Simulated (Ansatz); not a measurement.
Input for Ansatz (a program for electronic structure): R-r2SCAN/def2-TZVPP on BeH2O (SMILES [BeH][OH]), atoms moved off the minimum.

Ansatz 0.2 input:
```yaml
crystal:
  periodic: [false, false, false]
  atoms:
    - {symbol: Be, position_ang: [-0.76267234, -0.35980952, 0.05545004]}
    - {symbol: H, position_ang: [-1.97084197, -0.95265465, 0.09947486]}
    - {symbol: O, position_ang: [0.49703693, 0.18450750, -0.08311020]}
    - {symbol: H, position_ang: [1.08611987, 0.72540312, 0.41726707]}
basis:
  gaussian:
    orbitals: def2-TZVPP
hamiltonian:
  xc: {name: r2SCAN}
scf: {lower_state_search: off}
output: {forces: true}
```

The head of its log:

```
WARN ansatz: RAYON_NUM_THREADS=1 ignored (pool sized by the plan → 1); use --threads N
Functional definition: r2SCAN
these checks for a lower state are left out or cut short: stability, starts, cluster_reference, orbital_swaps, neighbouring_geometries, increment
integrals: 0.01 GiB planned
410 factors; their error is unknown
mean field: 0.14 GiB planned
mean field evaluation 1: about -2475.5713 eV, gradient 6.2e1 eV
mean field evaluation 2: about -2443.7934 eV, gradient 1.4e2 eV
```

Question: Predict the final total energy.

Answer: -91.2032 hartree.
